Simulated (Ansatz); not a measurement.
A run for Ansatz (a program for electronic structure): U-PBE/def2-TZVPP on GeHI (SMILES [GeH][I]), a point of a bond scan (R = 1.441 Å). Elements past Kr take the def2 small-core potentials; no spin–orbit coupling.

Ansatz 0.2 input:
```yaml
crystal:
  periodic: [false, false, false]
  atoms:
    - {symbol: Ge, position_ang: [-0.91057453, -0.75513755, 1.05678619]}
    - {symbol: H, position_ang: [-1.82874684, -1.19191464, 0.03529559]}
    - {symbol: I, position_ang: [0.58621040, 0.47933673, -0.63658405]}
basis:
  gaussian:
    orbitals: def2-TZVPP
hamiltonian:
  xc: {name: PBE}
magnetization: {spin_polarized: true, initial_magnetization: 0}
```

Output:

```
WARN ansatz: RAYON_NUM_THREADS=1 ignored (pool sized by the plan → 1); use --threads N
Functional definition: PBE
integrals: 0.04 GiB planned
784 factors; their error is unknown
mean field: 0.35 GiB planned
mean field evaluation 1: about -64626.0402 eV, gradient 1.6e1 eV
mean field evaluation 2: about -64625.8995 eV, gradient 1.9e1 eV
mean field evaluation 4: about -64626.7301 eV, gradient 2.4e0 eV
mean field evaluation 8: about -64626.7514 eV, gradient 2.1e-2 eV
mean field evaluation 16: about -64626.7514 eV, gradient 1.2e-5 eV
mean field evaluation 32: about -64626.7514 eV, gradient 1.2e-5 eV
mean field -64626.75143997 eV, -2374.9893098333 hartree, gradient 1.2e-5 eV, S^2 0.000000; 4 other end points of the search recorded, 0 dependent functions left out
reference -64626.75146719 eV, -2374.9893108339 hartree; 29, 29 occupied and 83, 83 virtual orbitals, 784 factors
Total energy: -64626.75146719 eV, -2374.9893108339 hartree
```

Self-consistency was reached.

Cost: roughly 5 core-seconds.
